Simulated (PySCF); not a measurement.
BiF₂, charge +1, multiplicity 1. Atoms are numbered in the order given.

```xyz
3

Bi     0.0000     0.0000     0.2327
F      0.0000    -1.4282    -1.0729
F      0.0000     1.4282    -1.0729
```
Charge +1, spin multiplicity 1.

Geometry optimised at PBE0-D3(BJ)/def2-TZVP. The multiplicity is an assumed one; other spin states were not compared. The isomer is the one that the SMILES or the coordinates give; other isomers of the formula were not compared. The def2 effective core potentials stand for the cores of Bi; spin–orbit coupling is left out.

Level of theory: TDA-B3LYP/def2-SVPD (PySCF).

Vertical excitations. Isolated molecule, no solvent. State labels are in the subgroup C2v.

**Question.** Estimate the UV-visible absorptions. (The exact figures need the calculation; the answer reports its results.)

**Answer.** 
| state | symmetry | energy (eV) | λ (nm) | f | main pairs |
|---|---|---|---|---|---|
| S1 | B1 | 4.78 | 259 | 0.020 | HOMO→LUMO 96 % |
| S2 | A2 | 4.85 | 256 | 0.000 | HOMO−1→LUMO 100 % |
| S3 | B2 | 5.69 | 218 | 0.011 | HOMO−2→LUMO 88 % |
| S4 | B1 | 5.93 | 209 | 0.020 | HOMO−4→LUMO 97 % |
| S5 | A1 | 6.36 | 195 | 0.008 | HOMO−3→LUMO 88 % |
| S6 | A2 | 6.38 | 194 | 0.000 | HOMO−5→LUMO 100 % |
| S7 | A1 | 7.70 | 161 | 0.003 | HOMO−1→LUMO+1 96 % |
| S8 | B2 | 7.79 | 159 | 0.012 | HOMO−1→LUMO+2 48 %, HOMO→LUMO+1 45 % |
| S9 | B1 | 7.88 | 157 | 0.009 | HOMO−2→LUMO+1 99 % |
| S10 | A1 | 8.16 | 152 | 0.078 | HOMO→LUMO+2 82 % |
| T1 | B1 | 4.17 | 297 | 0 | HOMO→LUMO 98 % |
| T2 | A2 | 4.68 | 265 | 0 | HOMO−1→LUMO 100 % |
| T3 | B2 | 4.70 | 264 | 0 | HOMO−2→LUMO 99 % |
| T4 | A1 | 5.20 | 238 | 0 | HOMO−3→LUMO 99 % |
Triplets are in the Tamm–Dancoff approximation.
